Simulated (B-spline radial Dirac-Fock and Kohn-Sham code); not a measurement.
Ir⁺ 4d3/2: cross section and angular parameters

System: Ir⁺, [Xe] 4f14 5d7 6s1; threshold 324.9 eV (orbital energy of the model). The computed values come from a radial B-spline solver: Dirac-Hartree-Slater photoionisation with a Latter tail; cross sections with all multipoles, angular parameters from the dipole term and its interference with E2.

Input file task.json (cfg lists n, l and occupation; rrms is the nuclear radius in fm):

```json
{"items": [{
  "Z": 77,
  "q": 1,
  "cfg": [[1, 0, 2], [2, 0, 2], [2, 1, 6], [3, 0, 2], [3, 1, 6], [3, 2, 10], [4, 0, 2], [4, 1, 6], [4, 2, 10], [4, 3, 14], [5, 0, 2], [5, 1, 6], [5, 2, 7], [6, 0, 1]],
  "A": 193,
  "rrms": 5.4032,
  "do": "xps",
  "hv": [75.0, 80, 86.6, 175.0, 256.0, 300, 314.0, 414.0, 988.0, 1000, 1480.0, 1870.0, 2000, 2190.0, 2984.4, 4030.0, 4120.0, 4170.0, 4200.0, 4670.0, 5480.0, 6280.0, 8047.8, 9080.0, 9251.7, 10600.0, 13100.0, 13800.0, 15000]
}]}
```

Launch: `python xray2_run.py task.json out`

For linearly polarised light dσ/dΩ = σ/(4π) [1 + β P₂(cos θ) + (δ + γ cos²θ) sin θ cos φ], with θ from the polarisation vector and φ the angle between the beam and the projection of the electron momentum on the plane normal to the polarisation.

```tsv
hν (eV)	σ (kb)	β	γ	δ
414	154	-0.909	-0.102	0.085
988	184	0.822	0.115	0.017
1000	182	0.835	0.109	0.015
1480	103	1.157	-0.033	0.006
1870	67.1	1.270	-0.046	0.014
2000	58.7	1.294	-0.036	0.017
2190	48.7	1.322	-0.013	0.021
2984.4	?	?	?	?
4030	11.4	1.384	0.393	0.058
4120	10.8	1.383	0.414	0.059
4170	10.5	1.382	0.426	0.060
4200	10.3	1.381	0.434	0.060
4670	7.72	1.372	0.545	0.068
5480	4.96	1.350	0.726	0.082
6280	3.36	1.324	0.891	0.095
8047.8	1.60	1.263	1.206	0.125
9080	1.10	1.227	1.364	0.142
9251.7	1.04	1.222	1.389	0.145
10600	0.677	1.177	1.571	0.167
13100	0.339	1.102	1.851	0.210
13800	0.285	1.082	1.919	0.222
15000	0.215	1.050	2.026	0.243
```

**Question.** Give the values at Ag Lα (2984.4 eV).

**Answer.** σ = 24.2 kb, β = 1.378, γ = 0.142, δ = 0.038.
